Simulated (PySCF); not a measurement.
Atoms are numbered as in `[CH3:1][CH:2]([CH3:3])[c:4]1[cH:5][p:6][cH:7][cH:8][p:9]1`; H(Xn) means a hydrogen on atom n.

- geometry from GFN2-xTB
- PBE0/pcSseg-1 with gauge-including orbitals
- program: PySCF 2.14
- averaged over atoms made equivalent by symmetry, fast rotation or ring inversion, no solvent model, single conformer, no relativistic terms

Task: Predict the 2D correlation tables (HSQC, COSY, HMBC).

Result: 

HSQC (one-bond C–H):
```csv
δH,δC
9.72 (H(C8)),169.4 (C8)
9.71 (H(C5)),162.1 (C5)
9.63 (H(C7)),164.4 (C7)
3.45 (H(C2)),44.2 (C2)
1.44 (H(C1)/H(C3)),27.7 (C1/C3)
```

COSY cross peaks (H two or three bonds apart, from the bond graph; peaks can be absent where the dihedral angle is near 90°):
```csv
δH,δH
9.72 (H(C8)),9.63 (H(C7))
3.45 (H(C2)),1.44 (H(C1)/H(C3))
```

HMBC (two and three bonds, from the bond graph):
```csv
δH,δC
9.72 (H(C8)),"194.2 (C4), 164.4 (C7)"
9.71 (H(C5)),"194.2 (C4), 164.4 (C7), 44.2 (C2)"
9.63 (H(C7)),"169.4 (C8), 162.1 (C5)"
3.45 (H(C2)),"194.2 (C4), 162.1 (C5), 27.7 (C1/C3)"
1.44 (H(C1)/H(C3)),"194.2 (C4), 44.2 (C2), 27.7 (C1/C3)"
```

Referencing at the same level of theory: ¹H and ¹³C against TMS.

Short H···H contacts in this conformer between protons four or more bonds apart (candidates for NOE cross peaks, intensity ∝ r⁻⁶): H(C1)···H(C5) 2.29 Å.

Shifts are as computed. Against solution values, carbons near 30 ppm lie about +3 ppm off and those near 130 ppm about +5 ppm. Of 1211 compounds with measured shifts, 218 miss one by over three times the rms of a fit or turn the order of signals round; such compounds aren't used in these exercises.
